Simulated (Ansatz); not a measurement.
A search over several starts for the lowest SCF solution of Be2Te2⁺ at the given spin, in a small basis.

```yaml
crystal:
  periodic: [false, false, false]
  atoms:
    - {symbol: Be, position_ang: [-0.139781, 0.902829, 0.893820]}
    - {symbol: Be, position_ang: [0.139773, -0.902836, -0.893813]}
    - {symbol: Te, position_ang: [1.877136, -0.337201, 0.634153]}
    - {symbol: Te, position_ang: [-1.877138, 0.337208, -0.634161]}
basis:
  gaussian: {orbitals: def2-SVP, initial_orbitals: start.molden}
total_charge: 1
magnetization: {spin_polarized: true, initial_magnetization: 3}
hamiltonian: {xc: pbe0, dispersion: d4}
output: {orbitals: {seedname: orbitals}}
```

The file start.molden holds the orbitals of an earlier run on this structure, at another level or in another basis.

```sh
$ ansatz run in.yaml --threads 4 --pin off --events-out ev --progress --plain --max-ram 3916MiB
```

Shortened log:

```
Functional definition: PBE0
922 factors; integrals over basis functions are off by at most 1.6e-4 eV
mean field evaluation 1: about -15378.9935 eV, gradient 2.6e1 eV
mean field evaluation 2: about -15379.2034 eV, gradient 3.7e-1 eV
mean field evaluation 4: about -15379.4162 eV, gradient 4.3e-3 eV
mean field evaluation 8: about -15379.4162 eV, gradient 6.4e-5 eV
mean field evaluation 16: about -15379.4046 eV, gradient 7.0e-1 eV
mean field evaluation 32: about -15379.0425 eV, gradient 2.2e0 eV
mean field -15379.41620789 eV, -565.1831210974 hartree, gradient 2.0e-5 eV, S^2 3.767881; 5 other end points of the search recorded, 0 dependent functions left out
reference -15379.41623602 eV, -565.1831221309 hartree; 29, 26 occupied and 41, 44 virtual orbitals, 922 factors
Total energy: -15379.53661872 eV, -565.1875461135 hartree
```

Hardware: 4 threads of Arm Neoverse V1 on a shared host. Wall time 2.8 s.

In the def2 sets Te takes a core potential; there is no spin–orbit coupling. At PBE0-D4/def2-TZVP a doublet of charge 1 lies 2.70 eV below the quartet, each at its own geometry. The structure comes from a short search, and lower isomers may exist.
